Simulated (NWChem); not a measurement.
**Atomisation of CSi**

```xyz
2

Si     0.0000     0.0000     0.5169
C      0.0000     0.0000    -1.2062
```
Charge 0, spin multiplicity 3.

All runs are NWChem calculations. Structure: optimised with UB3LYP/def2-SVP, a minimum by its harmonic frequencies.

Basis set: def2-TZVP. The atomisation energy is electronic alone: no zero-point, thermal, spin-orbit or counterpoise terms. No value is extrapolated to the basis-set limit. Free atoms are single determinants with multiplicities Si 3, C 3.

B3LYP has NWChem's definition, with VWN1-RPA local correlation. This spin state was chosen for the runs; another may lie lower. The structure started from a generated list of species. The unpaired electrons of the parent sit in orbitals of symmetry a1 and b1 (C2v labels of the run); other states weren't searched. No SCF solution was tested for a lower state.

Task: One of these methods gave an atomisation energy of 100.1 kcal/mol. Which?
A. B3LYP
B. BHandHLYP
C. BLYP
D. PBE0

Result: A, B3LYP. The others give 101.9 (PBE0), 89.5 (BHandHLYP), 105.4 (BLYP).
